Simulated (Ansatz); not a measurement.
Calculated with Ansatz (gas phase, PBE0-D4/def2-TZVP geometries, no zero-point term in ΔE). CCSD(T)/CBS is the MP2 limit (def2-TZVPP, def2-QZVPP) plus CCSD(T) − MP2 in def2-TZVPP, frozen cores. This one scheme is used for every species. DFT in def2-TZVPP. One conformer a species, not always the lowest.

`BC(F)CC` + HCl → `BC(F)CCl` + CH₄  (substitution at a C–C bond)

| species | B2PLYP energy (Eh) |
| --- | --- |
| `BC(F)CC` | -243.69403 |
| HCl | -460.68739 |
| `BC(F)CCl` | -663.88929 |
| CH₄ | -40.48716 |

(1) Work out ΔE.

Largest T1 diagnostic among the species: 0.010.

Answers

(1) ΔE = (-663.88929) + (-40.48716) − (-243.69403) − (-460.68739) = 0.00497 Eh = +0.14 eV. CCSD(T)/CBS gives +0.18 eV.

From PBE to PBE0 (25 % exact exchange), in def2-TZVPP and without D4, ΔE moves by +0.04 eV. In def2-TZVPP, CCSD(T) changes the Hartree–Fock value by +0.05 eV (the triples alone add −0.01 eV) and MP2 by +0.04 eV.
